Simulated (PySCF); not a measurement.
Simulation results for CH5OSi, CH7BNSi, CH5Al2

All values are calculated (PySCF 2.14.0). Calculation on a computer-drawn molecule: the log of a Hartree-Fock and frozen-core CCSD(T) single point meant for a local Hartree-Fock minimum, with one planted fault or none, to be diagnosed. Offsets are logged minus clean, where the clean run is the same molecule without the fault. The reference is restricted for singlets and unrestricted otherwise, and also for a bond in bohr or an excited solution. Adding or removing an electron swaps singlet and doublet. The excited solution moves the top pair (singlet) or top alpha electron (doublet) to the lowest empty orbital. Highest occupied and lowest empty are orbital energies over both spins, largest force is the largest gradient component, triples share is (T) over the correlation energy, the T1 limit is 0.02 restricted and 0.045 unrestricted, electrons count all cores, a negative frequency is imaginary (commonest isotopes), and the dipole is about the centre of nuclear charge.

Common to all runs: meant charge 1; meant multiplicity 1; meant basis cc-pV(D+d)Z; logged SCF converged yes; possible faults no fault, one electron removed, one electron added, multiplicity raised by two, geometry at a saddle point, SCF held on an excited solution, minimal basis STO-3G, one bond length entered in bohr, all coordinates scaled.

(1) 
```xyz
8
formula=CH5OSi logged_electrons=32 logged_basis_functions=76 logged_spin_squared=0 logged_highest_occupied=-10.536 logged_lowest_empty=-12.287 logged_largest_force=0.16512 logged_CC_converged=no logged_dipole_magnitude=4.7075 logged_SCF_stable_within_its_kind=no logged_energy_HF=-403.75254 planted_fault=SCF_held_on_an_excited_solution HF_energy_offset_from_clean_run=382.4
C      0.0271    -0.3558    -0.1831
Si     1.2718    -1.0022     0.9789
O      1.2939    -0.7057     2.5203
H     -0.4673    -1.2007    -0.6753
H     -0.7183     0.2713     0.3062
H      0.5386     0.2192    -0.9630
H      2.3737    -1.8637     0.5797
H      0.7208    -0.1873     3.0752
```

Units: logged_highest_occupied, logged_lowest_empty in eV; logged_largest_force in hartree/bohr; logged_dipole_magnitude in debye; logged_energy_HF in hartree; HF_energy_offset_from_clean_run in kcal/mol.

Drawn bonds:
```
atom  other atom  order
   1           2      1
   2           3      1
   1           4      1
   1           5      1
   1           6      1
   2           7      1
   3           8      1
```

Notes: CCSD not converged.

(2) 
```xyz
11
formula=CH7BNSi logged_electrons=39 logged_basis_functions=100 logged_spin_squared=0.7704 logged_highest_occupied=-7.2165 logged_lowest_empty=1.9776 logged_largest_force=0.040801 logged_T1_diagnostic=0.013626 logged_D1_diagnostic=0.048248 logged_triples_share=0.028335 logged_CC_converged=yes logged_dipole_magnitude=2.5961 logged_SCF_stable_within_its_kind=yes logged_energy_HF=-410.02514 logged_energy_CCSD(T)=-410.58482 planted_fault=one_electron_added HF_energy_offset_from_clean_run=-148.3 CCSD(T)_energy_offset_from_clean_run=-156.7
C      0.3668     1.1491     0.4830
B      0.1052     0.1889    -0.7288
N     -0.5964     0.4587    -1.8777
Si     0.9021    -1.7423    -0.6298
H      1.4394     1.3080     0.6371
H     -0.0986     2.1257     0.3354
H     -0.0229     0.7284     1.4159
H     -1.0194     1.3580    -2.0247
H     -0.7530    -0.1674    -2.6418
H      0.7329    -2.7698    -1.6701
H      1.7045    -2.2410     0.4959
```

Units: logged_highest_occupied, logged_lowest_empty in eV; logged_largest_force in hartree/bohr; logged_dipole_magnitude in debye; logged_energy_HF, logged_energy_CCSD(T) in hartree; HF_energy_offset_from_clean_run, CCSD(T)_energy_offset_from_clean_run in kcal/mol.

Drawn bonds:
```
atom  other atom  order
   1           2      1
   2           3      1
   2           4      1
   1           5      1
   1           6      1
   1           7      1
   3           8      1
   3           9      1
   4          10      1
   4          11      1
```

(3) 
```xyz
8
formula=CH5Al2 logged_electrons=37 logged_basis_functions=85 logged_spin_squared=0.7717 logged_highest_occupied=-5.7827 logged_lowest_empty=0.74511 logged_largest_force=0.039616 logged_T1_diagnostic=0.020268 logged_D1_diagnostic=0.075684 logged_triples_share=0.027938 logged_CC_converged=yes logged_dipole_magnitude=1.5224 logged_SCF_stable_within_its_kind=yes logged_energy_HF=-524.55981 logged_energy_CCSD(T)=-524.87917 planted_fault=one_electron_added HF_energy_offset_from_clean_run=-122.6 CCSD(T)_energy_offset_from_clean_run=-132.3
C      0.1641    -1.7811    -1.6135
Al     0.3257     0.0163    -0.9048
Al    -0.7861     0.3613     1.5709
H     -0.8833    -2.0932    -1.6801
H      0.6007    -1.8419    -2.6140
H      0.6796    -2.5061    -0.9747
H      0.9398     1.3750    -1.3670
H     -1.4179     0.5745     2.9871
```

Units: logged_highest_occupied, logged_lowest_empty in eV; logged_largest_force in hartree/bohr; logged_dipole_magnitude in debye; logged_energy_HF, logged_energy_CCSD(T) in hartree; HF_energy_offset_from_clean_run, CCSD(T)_energy_offset_from_clean_run in kcal/mol.

Drawn bonds:
```
atom  other atom  order
   1           2      1
   2           3      1
   1           4      1
   1           5      1
   1           6      1
   2           7      1
   3           8      1
```
